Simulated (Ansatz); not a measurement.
A nudged elastic band was laid between two geometries of CH₁₀GeSi₂ (14 atoms, charge 0, multiplicity 1).

Computed with Ansatz, RKS B3LYP/def2-SVP.

```
movable images  : 7
climbing image  : yes
spring          : 5.0 eV/Å²
optimiser       : quadratic models (default)
start path      : IDPP
force threshold : 0.5 eV/Å
iteration limit : 36
end points      : relaxed
```

Image 0:

```xyz
14
Properties=species:S:1:pos:R:3
Si -0.865 1.909 -0.489
C -0.242 0.916 0.996
Si 1.053 -0.433 0.676
Ge 0.222 -2.232 -0.685
H -1.539 1.012 -1.474
H -1.845 2.945 -0.048
H 0.272 2.591 -1.175
H 0.192 1.626 1.723
H -1.112 0.453 1.496
H 2.251 0.159 0.007
H 1.503 -1.015 1.978
H -1.098 -2.797 -0.109
H 1.249 -3.385 -0.734
H -0.053 -1.778 -2.135
```

Image 8:

```xyz
14
Properties=species:S:1:pos:R:3
Si -0.391 2.031 -0.599
C 0.240 1.030 0.877
Si 1.013 -0.668 0.527
Ge -0.555 -2.250 -0.377
H 0.712 2.271 -1.576
H -1.489 1.301 -1.298
H -0.918 3.352 -0.144
H 1.000 1.637 1.401
H -0.594 0.894 1.589
H 2.151 -0.521 -0.431
H 1.561 -1.239 1.796
H -1.808 -2.359 0.522
H 0.089 -3.652 -0.462
H -1.024 -1.856 -1.794
```

Task: Which bonds break or form, and what moves?

Result: No bond is made or broken. The dihedral H7–Si1–C2–Si3 goes from -58 to -178°. The two ends are copies of one structure, up to a mirror image or an exchange of like atoms.

Task: What energy profile does the band end with?

Result: The forces met the threshold. The highest image is number 4 of 0 to 8, 0.070 eV above the ends, which have the same energy within 2 meV. The threshold of 0.5 eV/Å is loose, so the images may lie well off the minimum-energy path. The order of the stationary point at the top wasn't checked.

```csv
image,path coordinate (Å),energy (eV),dihedral H7–Si1–C2–Si3 (°)
0,0.00,0.000,-58
1,0.60,0.011,-73
2,1.20,0.035,-87
3,1.80,0.060,-103
4,2.40,0.070,-118
5,3.01,0.060,-134
6,3.61,0.035,-149
7,4.21,0.011,-164
8,4.81,0.000,-178
```

Task: What is the geometry of the highest image?

Result: 
```xyz
14
Properties=species:S:1:pos:R:3:forces:R:3
Si -0.535 2.029 -0.594 -0.04 -0.04 0.02
C 0.132 1.034 0.872 0.07 -0.14 0.26
Si 1.047 -0.598 0.527 -0.04 0.09 0.05
Ge -0.362 -2.302 -0.411 0.02 0.05 0.01
H -0.281 1.300 -1.876 -0.03 0.13 -0.01
H -2.011 2.215 -0.432 0.05 0.04 -0.09
H 0.128 3.371 -0.627 -0.06 -0.08 -0.10
H 0.830 1.681 1.436 -0.03 -0.05 -0.02
H -0.701 0.812 1.564 0.06 0.02 -0.06
H 2.195 -0.350 -0.397 0.01 -0.01 -0.01
H 1.595 -1.141 1.808 0.03 0.02 0.00
H -1.622 -2.504 0.463 -0.01 0.00 -0.02
H 0.389 -3.651 -0.466 -0.01 0.02 -0.03
H -0.816 -1.924 -1.837 -0.03 -0.05 0.00
```

Run time: 100 s on 2 threads of Intel(R) Xeon(R) Platinum 8259CL CPU @ 2.50GHz (Skylake/Cascade Lake), with other jobs on the host, peak memory 0.39 GiB.
